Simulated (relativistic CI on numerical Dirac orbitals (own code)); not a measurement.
**Charge states of krypton**

Calculated at this level of theory: Dirac-Coulomb-Breit CI, KLI orbitals optimised for each configuration, QED by a radiative potential, valence Slater integrals scaled by 0.9 (own radial code, finite nucleus).

Each species is treated in one configuration, given outside its closed core. Radial values are for the open shell of highest l, unscaled and averaged over j; ζ includes the Breit term. Labels give the leading LS character, summed over repeated terms.

```
  Ion  Configuration  Its lowest level  LS weight (%)    g_J  g√(J(J+1))  Next level  E (cm⁻¹)  ⟨r⟩ (bohr)  ⟨r²⟩ (bohr²)
Kr²⁴⁺            3s2              1S_0            100               0.00                                                
Kr²⁵⁺             3s            2S_1/2            100  1.999        1.73                            0.4422        0.2222
Kr²⁶⁺        2s2 2p6              1S_0            100               0.00                                                
Kr²⁷⁺        2s2 2p5           2P°_3/2            100  1.327        2.57     2P°_1/2    446310      0.1542       0.02885
Kr²⁸⁺        2s2 2p4              3P_2             78  1.382        3.39        3P_0    163750      0.1522       0.02809
Kr²⁹⁺        2s2 2p3   J = 3/2 (mixed)             46  1.533        2.97     2D°_3/2    380550      0.1503       0.02736
Kr³⁰⁺        2s2 2p2              3P_0             80               0.00        3P_1    395550      0.1485       0.02667
Kr³¹⁺         2s2 2p           2P°_1/2            100  0.656        0.57     2P°_3/2    501340      0.1468       0.02602
Kr³²⁺            2s2              1S_0            100               0.00                                                
Kr³³⁺             2s            2S_1/2            100  1.991        1.72                            0.1684       0.03321
Kr³⁴⁺            1s2              1S_0            100               0.00
```
